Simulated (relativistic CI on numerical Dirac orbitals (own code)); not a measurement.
Method of calculation: Dirac-Coulomb-Breit CI, orbitals from a KLI potential per configuration, model QED (radiative potential, 1s self-energy scaled to tabulated hydrogen-like ionisation energies), unscaled Slater integrals (own radial code, finite nucleus).

The strongest absorption lines from the ground level of an ion, among the configurations computed and to levels below about 398 eV (vacuum wavelength in nm, gf): 3.7506 (0.87), 3.9512 (0.41), 4.3118 (0.45), 4.4104 (2.5), 4.4138 (2), 4.4315 (0.76), 4.5193 (1.5), 5.2458 (0.4).

Which ion is it?
A. Cl IX
B. K XI
C. Al V
D. Cl VII

A. Cl IX has 9 electrons and the ground level 2s2 2p5 2P°_3/2; the strongest line goes to 2s2 2p4 3d 2D_5/2. The pattern of lines fixes the number of electrons, and along that sequence the line energies rise steadily with the charge (about as its square where n changes within one kind of shell, about linearly where n is kept but much faster in heavy ions where fine structure, which grows about as Z⁴, sets the gap, and irregularly where shells cross), which fixes Z. Configurations outside the model, such as inner-shell arrays, can give stronger lines. At this charge configurations can still be misplaced by up to about 7 % of their energy.
